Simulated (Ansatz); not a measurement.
System: ScO2, charge 0, multiplicity 2. The spin state was set by rule; other spins were not relaxed. 
Structure (B3LYP-D3(BJ)/def2-TZVP (Ansatz, a quantum-chemistry and plane-wave program) minimum search):
SMILES: [O]=[Sc]=[O]
```xyz
3

Sc     0.1937    -0.0878     0.2172
O      0.9909     0.3448    -1.3028
O     -1.4994    -0.1143     0.7326
```
Charge 0, spin multiplicity 2.

Basis-set convergence of Hartree-Fock and MP2 correlation energies (hartree) with Ansatz. Cores are frozen in the correlated levels unless marked. Open shells are spin-unrestricted. No spin-orbit coupling. The frozen core is the preceding noble-gas configuration, with the filled d and f shells of earlier blocks. Non-relativistic.

The T1 diagnostic of CCSD in the largest basis is 0.068, which is high, so the coupled-cluster rows are less sure than usual.

| basis | functions | E(HF) | E(corr, MP2) |
|---|---|---|---|
| def2-SVPD | 80 | -909.25181 | -0.44745 |
| def2-TZVPPD | 147 | (withheld) | (withheld) |

### Question
What belongs in the gaps?

### Answer

- def2-TZVPPD, E(HF): -909.52726
- def2-TZVPPD, E(corr, MP2): -0.53837
